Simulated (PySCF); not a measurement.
C2H3Cl2In, SMILES C=[CH][In]([Cl])[Cl]. Atoms are numbered in the order given.

```xyz
8

In    -0.1367     0.0438     0.0000
Cl    -0.6538     2.3425     0.0000
Cl     2.1835    -0.4124     0.0000
C     -1.4943    -1.6035     0.0000
C     -1.0211    -2.8549     0.0000
H     -2.5718    -1.4075     0.0000
H     -1.6950    -3.7213     0.0000
H      0.0513    -3.0791     0.0000
```

The structure is a stationary point at B3LYP-D3(BJ)/def2-SVP. The structure was generated by enumeration; whether it is a known compound was not checked. The def2 effective core potentials stand for the cores of In; spin–orbit coupling is left out. Other conformers were not sampled.

All values below come from PBE/def2-TZVP run with PySCF.

Gas-phase values at a fixed geometry.

Problem. Estimate the frontier levels, gap, dipole moment and polarisability. (Estimate from the structure and the level; the computed values follow.)

Solution. 
| Quantity | Value |
|---|---|
| highest occupied level | -7.27 eV |
| lowest empty level | -2.81 eV |
| orbital gap | 4.46 eV |
| dipole moment | 3.82 D |
| quadrupole, principal values (traceless, Buckingham form, about the centre of nuclear charge) | -7.18, 2.86, 4.32 D·Å |
| mean static polarisability | 88.0 bohr³ (13.04 Å³) |
| polarisability, principal values | 53.2, 92.1, 118.7 bohr³ |
